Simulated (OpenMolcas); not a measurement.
# Ir3+: moving or changing the point charges

Ir3+ among 6 point charges of -1.7 e arranged as a trigonal antiprism (D3d), 1.89 Å from the ion, with a polar angle of 49.8° against the regular 54.74°.

```
Program             : OpenMolcas
Method              : CASSCF
Basis               : ANO-RCC-VDZP [7s6p4d2f]
Scalar Hamiltonian  : DKH2, point nucleus
Active space        : 6 electrons in 5 orbitals (5d)
State averaging     : 2S+1 = 5 even, 5 roots; 2S+1 = 3 even, 45 roots; 2S+1 = 1 even, 50 roots
Spin-orbit coupling : RASSI with atomic mean-field integrals over the reference wave functions
```

Runs around this geometry, states (labels of D3, the rotations of D3d). Energies in cm-1 above the lowest state or level, χT in cm3 K/mol.

```
R (Å)  q (e)  Polar angle / regular  Ground state  First state of that spin  First gap with spin-orbit (degeneracies)  χT at 300 K  First state of another spin
 1.89   -1.7                   0.84            5E                  5A1 4978                              555.6 (1, 2)        1.097                     1A1 5483
 1.89  -1.36                   0.91            5E                  5A1 3553                              374.3 (2, 1)        4.085                     1A1 9557
 1.89   -1.7                   0.91            5E                  5A1 3755                              904.4 (1, 2)        0.662                     1A1 4974
 2.05   -1.7                   0.91            5E                  5A1 3702                              790.4 (2, 1)        4.295                     3E 11279
```

Taking the first state of the same spin as R^-n, n = -ln(3702 / 3755) / ln(2.05 / 1.89) = 0.2 between the shortest and longest distance.

Scaling the charges by -1.36 / -1.7 = 0.80 scales the first state of the same spin by 3553 / 3755 = 0.95; with fixed orbitals a first-order splitting would follow the charge.

Without dynamic correlation the repulsion within the d shell is too large (B by tens of per cent), so at a given field states of lower spin stand too high. This shell can be high or low spin here, a state of another spin lies low, and with metal d orbitals alone active their balance is uncertain, so the ground spin may be wrong. Point charges give a weaker field than real ligands, and real ions of this kind are as a rule low spin; the high spin found here belongs to the model. Spin-orbit coupling mixes the spin-free states strongly: the lowest level takes only 36 % from its leading state, 5E (figures for R = 1.89, q = -1.7, ratio = 0.84; the like holds for R = 1.89, q = -1.7, ratio = 0.91). An orbital doublet at a regular site is open to a Jahn-Teller distortion, which this geometry leaves out (holds for R = 1.89, q = -1.36, ratio = 0.91; R = 2.05, q = -1.7, ratio = 0.91). This is an electrostatic model: the charges have no orbitals. No measured value stands beside these numbers.
